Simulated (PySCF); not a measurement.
OTa (SMILES [O]=[Ta]), doublet, geometry from GFN2-xTB (such geometries of metal compounds can be far from the true shape) (core potentials on Ta).

Here is a job for PySCF.
```python
from pyscf import gto, scf, dft

mol = gto.Mole()
mol.atom = '''
    Ta   -0.000000   -0.000000   -0.169902
    O     0.000000    0.000000    1.550353
'''
mol.basis = 'def2-svp'
mol.ecp = {'Ta': 'def2-svp'}
mol.charge = 0
mol.spin = 1
mol.verbose = 4
mol.build()

mf = dft.UKS(mol)
mf.xc = 'r2scan'
mf.kernel()
mf.analyze()
```

### Question
What does this run give for the nuclear repulsion energy, HOMO energy?

### Answer

The nuclear repulsion energy is 31.9920 Eh and the HOMO energy comes out as -5.12 eV.

These values belong to the state on which the SCF converged, which isn't shown to be the lowest.
